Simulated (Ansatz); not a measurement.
BH3N (SMILES B[NH]), charge 0, multiplicity 2, relaxed at each level with Ansatz (an electronic-structure program); harmonic frequencies from differences of analytic forces, average atomic masses, frozen cores. Open shells are unrestricted.

```
level                           harmonic frequencies (cm⁻¹)  ZPE (eV)  cost over PBE/def2-TZVPP (rough)
-----------------  ----------------------------------------  --------  --------------------------------
PBE/def2-TZVPP      249 279 701 854 999 1411 2375 2454 3691     0.807                                ×1
r2SCAN/def2-TZVPP  164 232 741 908 1068 1401 2455 2526 3781     0.823                                ×1
B3LYP/def2-TZVPP   152 272 754 921 1081 1392 2465 2540 3767     0.827                                ×1
PBE0/def2-TZVPP    177 274 748 915 1072 1403 2476 2556 3800     0.832                                ×1
MP2/cc-pVTZ        -14 324 814 968 1140 1380 2572 2668 3802     0.847                                ×2
CCSD(T)/cc-pVDZ    126 362 803 926 1106 1368 2495 2598 3737     0.838                                ×2
```
